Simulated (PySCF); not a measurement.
C6H10Si2.
Z-matrix (Å and degrees, PBE0-D3(BJ)/def2-SVP geometry), rows numbered from 1:
```
Si
C   1  1.8797
C   2  1.4010  1  121.17
C   3  1.3949  2  121.03  1   179.17
C   4  1.4012  3  121.00  2    -0.02
Si  5  1.8797  4  121.24  3  -179.38
C   5  1.4042  4  117.96  3     0.15
C   7  1.3914  5  121.03  4    -0.14
H   1  1.4957  2  110.89  3  -108.54
H   1  1.4948  2  110.44  3   131.96
H   1  1.4935  2  109.26  3    11.41
H   3  1.0938  2  119.90  1    -1.07
H   4  1.0937  3  119.08  2   179.79
H   6  1.4934  5  109.27  4    -8.86
H   6  1.4949  5  110.49  4  -129.35
H   6  1.4956  5  110.85  4   111.17
H   7  1.0943  5  120.05  4   179.65
H   8  1.0943  2  120.05  1     1.08
```

Method: PySCF 2.14.0, delta-SCF UKS SCAN, pcX-2 on the ionised atom, pcseg-1 elsewhere, spin-free X2C. These are vertical core ionisation energies against the vacuum level, from separate self-consistent calculations with and without the core hole.

Some binding energies are withheld.

```
    atom(s)                            bonded to     level  binding energy (eV)
      C2/C5  2 C (aromatic in the SMILES) and Si      C 1s               289.90
C3/C4/C7/C8   2 C (aromatic in the SMILES) and H      C 1s                    ?
    Si1/Si6                            C and 3 H     Si 1s              1846.35
    Si1/Si6                            C and 3 H  Si 2p3/2                    ?
```

(1) What is the Si 2p3/2 binding energy of Si1/Si6?

(2) Fill in C 1s for C3/C4/C7/C8.

Answers

(1) 106.59 eV (SiH3 silicon), with 2p1/2 at 107.21 eV.

(2) 290.23 eV (aromatic CH carbon). The other listed C 1s value is that of C2/C5; the shift against it is +0.33 eV.

Lowest listed C 1s: C2/C5, bonded to 2 C (aromatic in the SMILES) and Si. Highest, 0.33 eV above it: C3/C4/C7/C8, bonded to 2 C (aromatic in the SMILES) and H.

Question: Which effective nuclear charge Zeff reproduces each element's mean 1s value in the hydrogen-like formula E = 13.606 eV × Zeff²?

Answer: C (Z = 6): mean 290.1 eV, Zeff = 4.62, Z − Zeff = 1.38; Si (Z = 14): mean 1846.3 eV, Zeff = 11.65, Z − Zeff = 2.35. Means run over the listed sites, weighted by atom count.

One atom of each set of topologically equivalent atoms was ionised and stands for the set; in this conformer not all members are related by symmetry, and their own values weren't computed. The 2p values aren't plain energy differences: one relaxed spin-free 2p hole is combined with a matrix within the shell (ground-state 2p orbital-energy differences and spin–orbit coupling). 2p3/2, the mean of its two sublevels, lies a third of the splitting below the shell's mean and 2p1/2 two thirds above it; the statistical areas are 2:1. 2p1/2 minus 2p3/2 (ligand field included): Si 0.62 eV. Geometry: PBE0-D3(BJ)/def2-SVP; no solvent, vibrations or thermal averaging.
